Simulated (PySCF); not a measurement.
**Löwdin shares of the frontier orbitals**

C5H13BFN.
SMILES with atom numbers: `[CH3:1][N+:2]1([CH3:3])[BH2-:4][CH2:5][C@@H:6]([F:7])[CH2:8]1` (hydrogens: H9, H10, H11 on C1; H12, H13, H14 on C3; H15, H16 on B4; H17, H18 on C5; H19 on C6; H20, H21 on C8)

Cartesian coordinates in Å at the PBE0-D3(BJ)/def2-SVP level; atoms count from 1:
```xyz
21
C5H13BFN angstrom
C     -1.0638    1.1914   -0.9706
N     -0.6986   -0.1238   -0.4196
C     -1.8569   -1.0217   -0.4781
B     -0.1138    0.0460    1.1281
C      1.4347    0.4563    0.8163
C      1.6991    0.0823   -0.6395
F      2.7956   -0.7399   -0.8110
C      0.4693   -0.6826   -1.1278
H     -0.2224    1.8862   -0.8619
H     -1.3345    1.1038   -2.0354
H     -1.9116    1.5911   -0.4015
H     -1.5739   -1.9964   -0.0635
H     -2.6622   -0.6004    0.1376
H     -2.2091   -1.1404   -1.5151
H     -0.8243    0.8719    1.6886
H     -0.2323   -1.0738    1.6153
H      2.1293   -0.1282    1.4383
H      1.6753    1.5166    0.9917
H      1.8825    0.9689   -1.2712
H      0.3193   -0.6627   -2.2201
H      0.5894   -1.7266   -0.8049
```

Method: TDDFT CAM-B3LYP/def2-SVPD, vertical, gas phase, core orbitals frozen in the response (PySCF).

Kohn–Sham orbitals with the atoms that hold most of them (Löwdin shares over 4%, at most four atoms; ? is withheld):

```
orbital  ε (eV)                             atoms
 LUMO+2    1.94    B4 35%, H20 10%, H14 6%, C8 6%
 LUMO+1    1.57    H19 14%, C3 13%, C6 10%, H9 8%
   LUMO    0.92                                 ?
   HOMO   -8.98  B4 33%, H16 24%, C5 13%, H15 10%
 HOMO-1   -9.21                                 ?
 HOMO-2  -10.52    N2 31%, B4 19%, C5 10%, H15 6%
 HOMO-3  -10.70    F7 27%, C6 19%, C5 18%, C8 17%
```

(1) Which atoms hold the LUMO, and with what shares?

(2) Give the leading atoms of the HOMO-1.

(3) The HOMO–LUMO gap is 9.89 eV. Where does the response calculation put the lowest singlet, and from which orbitals?

(4) One configuration dominates each of S1 and S2. Which, and how do the shares of the two leading atoms of either orbital change from the occupied to the empty one?

Results:

(1) C1 (bonded to N and 3 H) 13%; C3 (bonded to N and 3 H) 11%; B4 (bonded to C, N and 2 H) 11%; H10 (bonded to C) 10%. By element: carbon 24% or more, boron 11%, hydrogen 10% or more.

(2) B4 (bonded to C, N and 2 H) 29%; C5 (bonded to B, C and 2 H) 28%; H15 (bonded to B) 15%; C6 (bonded to 2 C, F and H) 7%. By element: carbon 35% or more, boron 29%, hydrogen 15% or more.

(3) S1 is at 7.36 eV (f = 0.022), 2.53 eV below the gap, made of HOMO→LUMO (83%). Without the coupling terms of the response equations the lowest excitation would equal the gap.

(4) 
- S1 (7.36 eV, f 0.022), HOMO→LUMO (83%): B4 33% → 11%, H16 24% → at most 11%, C1 at most 11% → 13%, C3 at most 11% → 11%
- S2 (7.58 eV, f 0.013), HOMO-1→LUMO (76%): B4 29% → 11%, C5 28% → at most 11%, C1 at most 7% → 13%, C3 at most 7% → 11%

Löwdin shares depend on the basis, the more so with diffuse functions.

One conformer stands for the species.
